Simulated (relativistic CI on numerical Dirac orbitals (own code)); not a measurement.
Computed by Dirac-Coulomb-Breit CI, separate exchange-only KLI orbitals for each configuration, a model potential for QED, unscaled Slater integrals (own radial code, finite nucleus).

The strongest absorption lines from the ground level of an ion, among the configurations computed and to levels below about 1620 eV (vacuum wavelength in Å, gf): 8.2466 (0.032), 8.6362 (0.23), 8.6460 (0.035), 8.6657 (0.14), 8.7371 (0.04), 8.8583 (1.3), 9.3438 (0.057), 97.121 (0.098).

**Question.** Which ion is it?
A. Ni²²⁺
B. Fe²⁰⁺
C. Zn²⁴⁺
D. Ge²⁶⁺

**Answer.** C. Zn²⁴⁺ has 6 electrons and the ground level 2s²2p² ³P0; the strongest line goes to 2s²2p3d ³D°1. The pattern of lines fixes the number of electrons, and along that sequence the line energies rise steadily with the charge (about as its square where n changes within one kind of shell, about linearly where n is kept but much faster in heavy ions where fine structure, which grows about as Z⁴, sets the gap, and irregularly where shells cross), which fixes Z. Configurations outside the model, such as inner-shell arrays, can give stronger lines. At this charge energies of transitions that change n are usually good to better than 1 %, and those within a shell (Δn = 0) to a few per cent.

LS names give the leading component of a level, which can be under half, so a name can repeat, a term be missing and a line seem to break the LS rules.
